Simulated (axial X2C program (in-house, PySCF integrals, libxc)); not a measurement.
**InBr: from the spin-free to the two-component result**

Computed with an axial X2C code built on PySCF integrals. Spin-free means the one-electron spin-free X2C Hamiltonian; two-component (2c) means X2C with spin–orbit coupling and atomic mean-field two-electron Coulomb and Gaunt terms, so the difference of the two also holds small scalar two-electron terms. Basis: In dyall-cv3z [11s12p9d4f1g], Br dyall-cv3z [8s9p6d4f1g] (cores contracted in-house); Gaussian nuclei, density fitting, unrestricted open shells. Masses: In 114.904 u, Br 78.918 u.

Spin-free state: M_S = 0, Λ = 0 (closed shell); fragments In + Br.

| level | Re (Å) | ωe (cm⁻¹) | De (eV) | μ (D) |
| --- | --- | --- | --- | --- |
| PBE0 | 2.560 | 218.4 | 4.157 | -3.49 |
| HF | 2.586 | 213.1 | 3.056 | -3.82 |
| MP2 | 2.550 | 222.1 | 4.164 | n/a |
| BHandHLYP | 2.570 | 216.6 | 3.942 | -3.75 |

Correlated methods: 20 electrons correlated (number of frozen shells: In 4 s, 3 p, 1 d; Br 3 s, 2 p, 1 d), 274 virtual spin orbitals or spinors in MP2.

Dipoles are positive if Br is the positive end.

Two-component determinant lowest at the distance of the search:

Ω = 0 (closed shell); fragments In + Br.

```csv
level,Re (Å),ωe (cm⁻¹),De (eV),μ (D)
PBE0,2.561,218.2,n/a,-3.47
HF,2.587,213.1,2.715,-3.80
MP2,2.551,221.9,3.891,n/a
BHandHLYP,2.571,216.5,n/a,-3.72
```

(1) From the two tables, how do the constants change at the MP2 level (2c against spin-free)?

One determinant describes the state; a PBE0 search over occupations chose it and may have missed a lower one. The closed shell is kept restricted, so the energy runs too high when the bond is stretched far. Dissociation energies refer to the lowest single-determinant-based atoms at the same level and basis. De is not given where an atomic determinant may have missed its ground term or J level, or where the truncated virtual space spoils (T). The functionals have no current-density term, which raises determinants with orbital currents, atoms included.

Answers

(1) At the MP2 level Re increases by 0.001 Å and ωe is unchanged to within 0.2 cm⁻¹; De changes by -0.273 eV.
